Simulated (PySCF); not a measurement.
Vertical excitations of a molecule C₄H₇FO from PySCF with TDA-PBE/def2-SVPD, as energy in eV (oscillator strength): 5.27 (0.019), 5.80 (0.004), 6.29 (0.001), 6.74 (0.002), 6.75 (0.075), 6.93 (0.002), 7.18 (0.266), 7.32 (0.008), 7.65 (0.005), 7.78 (0.000). Lowest triplet (TDA): 4.35 eV. Geometry optimised at B3LYP-D3(BJ)/def2-SVP. Other conformers were not sampled.

Question: Identify the compound among the candidates.
A) CO/C(C)=C\F
B) CCO/C=C\F
C) F[C@H]1CCOC1
D) C[C@]1(F)C[C@H]1O

Answer: B, CCO/C=C\F
